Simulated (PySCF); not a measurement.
# Working out the ionisation energy of Co

Co [Ar] 3d7 4s2 (4F) → Co⁺ [Ar] 3d8 (3F). Calculation: PySCF 2.14, in dyall-av2z (16s12p7d2f, 101 functions); the non-relativistic Hamiltonian (point nucleus). Frozen: [Ar]; the 33 highest virtual orbitals dropped. Energies in hartree (1 hartree = 27.21139 eV):

| part | Co (lower) | Co⁺ (upper) |
| --- | --- | --- |
| UHF | -1381.404636 | -1381.115927 |
| CCSD correlation | -0.228285 | -0.235517 |
| (T) | -0.007688 | -0.008271 |

**Question.** What does Hartree-Fock give?

**Answer.** (-1381.115927) − (-1381.404636) = 0.288709 hartree = 7.856 eV.

**Question.** What do CCSD and CCSD(T) give?

**Answer.** The CCSD correlation energies differ by -0.007232 hartree = -0.197 eV and the triples by -0.000583 hartree = -0.016 eV, so CCSD gives 7.659 eV and CCSD(T) 7.643 eV.

Measured between the centres of the two terms (NIST): 7.869 eV, so CCSD(T) (valence) is off by -0.226 eV.

The calculation is non-relativistic.

A double-zeta basis recovers only part of the correlation energy.

What remains against the reference includes basis incompleteness, the frozen core and higher excitations.
